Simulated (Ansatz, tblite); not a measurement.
Isomers of Ti$_{2}$O$_{4}$⁺ (doublet), found by a short tight-binding search and relaxed with r2SCAN-D4/def2-SVP in Ansatz.

The xTB rows come from tblite. LC-ωPBE has ω = 0.4 bohr⁻¹. Correlated methods freeze 14 core orbitals; core or outer-core shells of Ti are correlated, in sets that lack core-valence functions. In CCSD on the charge 1 doublet the largest single amplitude is 0.21, so its Hartree–Fock determinant may place the open shell otherwise than the density functionals do.

A further structure is left out (at the level of its geometry, ⟨S²⟩ 1.17, where a pure state has 0.75); at PBE0-D4/def2-TZVP its energy lies 4.72 eV above the lowest shown.

A: It holds 1 O–O bond. B: It holds 1 O–O bond.

Other spin states weren't relaxed.

A:

```xyz
6

Ti    0.102    0.181    1.260
Ti    0.589   -0.580   -0.973
O    -1.240    0.853    0.187
O     0.074   -1.467    0.516
O    -0.959    0.415   -1.100
O     1.433    0.597    0.110
```

B:

Cartesian coordinates in Å:
```
Ti 0.4735 -0.8583 -2.1003
Ti -0.0826 0.1389 0.3586
O -0.1791 1.3991 1.6169
O 1.3333 -0.6820 -0.5969
O -0.6445 0.1180 2.0534
O -0.9007 -0.1157 -1.3317
```

C:

```xyz
6

Ti   -0.6167   -1.2375   -0.2630
Ti    0.5844    1.1528    0.1924
O    -1.0244    0.6214   -0.1930
O    -0.5749   -1.6166   -1.7928
O     1.0930   -0.5088    0.1448
O     0.5386    1.5888    1.9116
```

**Question.** Estimate which lies lowest at each level, and how far above it the others are (kcal/mol).

**Answer.** 
| level | A | B | C |
| --- | --- | --- | --- |
| GFN1-xTB | 18.6 | 0.0 | 18.6 |
| GFN2-xTB | 23.5 | 0.0 | 2.2 |
| HF/def2-SVP | 45.4 | 21.4 | 0.0 |
| HF/def2-TZVP | 45.2 | 19.0 | 0.0 |
| PBE-D4/def2-SVP | 27.2 | 34.8 | 0.0 |
| PBE-D4/def2-TZVP | 25.6 | 29.6 | 0.0 |
| r2SCAN-D4/def2-TZVP | 29.6 | 31.9 | 0.0 |
| B97M-V/def2-TZVP | 28.7 | 29.5 | 0.0 |
| PBE0-D4/def2-SVP | 31.1 | 31.5 | 0.0 |
| PBE0-D4/def2-TZVP | 29.4 | 26.2 | 0.0 |
| BHLYP-D4/def2-TZVP | 38.0 | 24.9 | 0.0 |
| LC-ωPBE/def2-TZVP | 34.0 | 24.2 | 0.0 |
| MP2/def2-SVP | 70.3 | 59.1 | 0.0 |
| MP2/def2-TZVP | 60.7 | 48.8 | 0.0 |
| CCSD/def2-SVP | 47.6 | 32.9 | 0.0 |
| CCSD(T)/def2-SVP | 46.3 | 38.7 | 0.0 |
Point groups (tolerance 0.1 Å): A C2v, B not assigned, C not assigned. Lower isomers may exist. From def2-SVP to def2-TZVP the PBE0 values move by up to 5.2 kcal/mol, so results in the small set are rough.
